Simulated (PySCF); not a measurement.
OSe (SMILES O=[Se]), triplet, geometry from GFN2-xTB. Base run: HF/3-21G in PySCF.

The PySCF input:
```python
from pyscf import gto, scf

mol = gto.M(
    atom='''
O    -0.000000   -0.000000   -1.298509
Se    0.000000    0.000000    0.305532
''',
    basis='3-21g',
    charge=0,
    spin=2,
    verbose=4,
)

mf = scf.UHF(mol)
mf.kernel()
```

Each row names what was changed in the base input (with any setting that the change needs).

```
change                                        E (Eh)  HOMO (eV)  dipole (D)  <S^2>  core-seconds (rough)
---------------------------------------  -----------  ---------  ----------  -----  --------------------
base                                     -2462.86801     -10.44        1.95  2.017                   0.5
functional = tpss                        -2464.82490      -5.38        1.64  2.002                     6
functional = camb3lyp                    -2465.00495      -8.06        1.80  2.003                     3
functional = pbe0; dispersion = d3bj     -2464.55294      -6.80        1.79  2.003                     3
functional = pbe0                        -2464.55239      -6.80        1.79  2.003                     3
functional = b3lyp; dispersion = d3zero  -2464.94667      -6.38        1.75  2.003                     3
functional = pw6b95                      -2466.07846      -6.81        1.79  2.003                     4
functional = revpbe                      -2464.69244      -5.12        1.65  2.001                     3
functional = hse06                       -2464.54797      -6.36        1.79  2.003                     6
functional = o3lyp                       -2465.40222      -5.92        1.76  2.003                     3
functional = lda,vwn                     -2460.98101      -5.17        1.63  2.001                     2
functional = scan                        -2465.07156      -5.71        1.69  2.004                     4
functional = b97m_v                      -2464.36559      -5.66        1.76  2.004                    20
```

Total energies compare only within one method and basis.

Open shells are given as the SCF converged; they aren't shown to be the lowest states, and a large step between rows can be another state.
